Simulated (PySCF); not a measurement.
**Where the electron goes**

Species: C4H11NSi.
Structure used (PBE0-D3(BJ)/def2-SVP), in Å, numbered top down from 1:
```xyz
17
C4H11NSi angstrom
C      2.0977   -0.1209    0.2364
N      0.6779    0.0378    0.1168
C     -0.1296   -1.1643    0.1628
C     -1.5483   -0.7841   -0.2589
C     -1.9084    0.5701    0.3727
Si    -0.2605    1.4897    0.3148
H      2.5015   -0.7780   -0.5574
H      2.6065    0.8509    0.1433
H      2.4035   -0.5595    1.2088
H     -0.1340   -1.6204    1.1780
H      0.2859   -1.9319   -0.5177
H     -1.5740   -0.6898   -1.3575
H     -2.2667   -1.5745    0.0119
H     -2.7430    1.0679   -0.1422
H     -2.2029    0.4460    1.4289
H      0.0408    2.2571    1.5702
H     -0.0975    2.4577   -0.8198
```

Method used: PySCF 2.14.0, density-fitted response routines, TDDFT wB97X-D/def2-SVPD, vertical, gas phase, core orbitals frozen in the response.

Kohn–Sham orbitals with the atoms that hold most of them (Löwdin shares over 4%, at most four atoms; ? is withheld):

```csv
orbital,ε (eV),atoms
LUMO+2,2.91,"Si6 29%, C4 10%, H17 8%, H13 7%"
LUMO+1,2.27,"Si6 28%, H16 11%, H17 11%, C1 10%"
LUMO,2.25,"Si6 26%, C1 9%, C3 8%, C4 8%"
HOMO,-7.97,?
HOMO-1,-10.23,?
HOMO-2,-10.92,"Si6 23%, H16 15%, H17 14%, C5 12%"
HOMO-3,-11.47,"C3 20%, N2 19%, Si6 12%, C4 11%"
```

Problem. Give the leading atoms of the HOMO-1.

Solution. C5 (bonded to C, Si and 2 H) 35%; Si6 (bonded to C, N and 2 H) 22%; C4 (bonded to 2 C and 2 H) 12%; H13 (bonded to C) 7%. By element: carbon 47% or more, silicon 22%, hydrogen 7% or more.

Problem. Give the leading atoms of the HOMO.

Solution. N2 (bonded to 2 C and Si) 53%; C3 (bonded to C, N and 2 H) 9%; C1 (bonded to N and 3 H) 8%; Si6 (bonded to C, N and 2 H) 8%. By element: nitrogen 53%, carbon 17% or more, silicon 8%.

Problem. How does S1 compare with the orbital gap of 10.22 eV?

Solution. S1 is at 5.77 eV (f = 0.0025), 4.45 eV below the gap, made of HOMO→LUMO+1 (69%), HOMO→LUMO (24%). Without the coupling terms of the response equations the lowest excitation would equal the gap.

Next come S2 at 6.12 eV (f 0.024), HOMO→LUMO (64%), HOMO→LUMO+1 (21%); S3 at 6.86 eV (f 0.021), HOMO→LUMO+2 (58%), HOMO→LUMO+3 (28%); S4 at 7.25 eV (f 0.0028), HOMO→LUMO+3 (60%), HOMO→LUMO+2 (29%); S5 at 7.42 eV (f 0.037), HOMO→LUMO+4 (74%).

One conformer stands for the species.
